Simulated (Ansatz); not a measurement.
C$_{8}$H$_{11}$, doublet (typed; the unrestricted solution is spin-contaminated), at a GFN2-xTB geometry of the parent state (the spin is typed, not shown lowest); MP2/3-21G (Ansatz, a program for electronic structure).

The Ansatz input:
Ansatz 0.2 input:
```yaml
crystal:
  periodic: [false, false, false]
  atoms:
    - {symbol: C, position_ang: [-0.71344233, 1.27617621, 0.00342689]}
    - {symbol: C, position_ang: [0.50351216, 1.61987803, 0.09648157]}
    - {symbol: C, position_ang: [1.78267274, 0.81938246, -0.02449146]}
    - {symbol: C, position_ang: [1.58603790, -0.63833437, -0.43355591]}
    - {symbol: C, position_ang: [0.72722344, -1.38747957, 0.54609274]}
    - {symbol: C, position_ang: [-0.59858207, -1.42679592, 0.52955063]}
    - {symbol: C, position_ang: [-1.45343811, -0.76087946, -0.50319193]}
    - {symbol: C, position_ang: [-1.96923710, 0.68504544, -0.07082230]}
    - {symbol: H, position_ang: [0.68598264, 2.67122401, 0.31568371]}
    - {symbol: H, position_ang: [2.26867123, 0.87586435, 0.95317038]}
    - {symbol: H, position_ang: [2.42284070, 1.32851336, -0.74758960]}
    - {symbol: H, position_ang: [1.16279537, -0.68608200, -1.43868999]}
    - {symbol: H, position_ang: [2.57346982, -1.10016929, -0.47547407]}
    - {symbol: H, position_ang: [1.25442682, -1.91708495, 1.32523645]}
    - {symbol: H, position_ang: [-1.12652077, -1.97733575, 1.29367870]}
    - {symbol: H, position_ang: [-0.94361365, -0.69359030, -1.46511511]}
    - {symbol: H, position_ang: [-2.37906891, -1.32231078, -0.64652126]}
    - {symbol: H, position_ang: [-2.49331511, 0.62474616, 0.88351931]}
    - {symbol: H, position_ang: [-2.61414783, 1.07426825, -0.85883986]}
basis:
  gaussian:
    orbitals: 3-21G.json
magnetization: {spin_polarized: true, initial_magnetization: 1}
correlation: {method: mp2}
```
The basis file holds 3-21G in the JSON format of the Basis Set Exchange.

Question: Predict the main parts of the log of this Ansatz run.

Answer: 
```
Functional definition: HF
1257 factors; integrals over basis functions are off by at most 9.6e-4 eV
mean field evaluation 1: about -8363.0215 eV, gradient 2.2e1 eV
mean field evaluation 2: about -8363.9372 eV, gradient 2.2e1 eV
mean field evaluation 4: about -8367.3569 eV, gradient 2.8e0 eV
mean field evaluation 8: about -8367.4961 eV, gradient 4.7e-1 eV
mean field evaluation 16: about -8367.5224 eV, gradient 1.4e-2 eV
mean field evaluation 32: about -8367.5122 eV, gradient 2.3e-1 eV
mean field -8367.52241457 eV, -307.5007770250 hartree, gradient 4.5e-6 eV, S^2 0.910585; 2 other end points of the search recorded, 0 dependent functions left out
8 core orbitals not correlated
reference -8367.52241457 eV, -307.5007770250 hartree; 22, 21 occupied and 64, 65 virtual orbitals, 1257 factors
second order -18.58000821 eV of doubles, -0.00000000 eV of singles
Total energy: -8386.10242278 eV, -308.1835797327 hartree
```
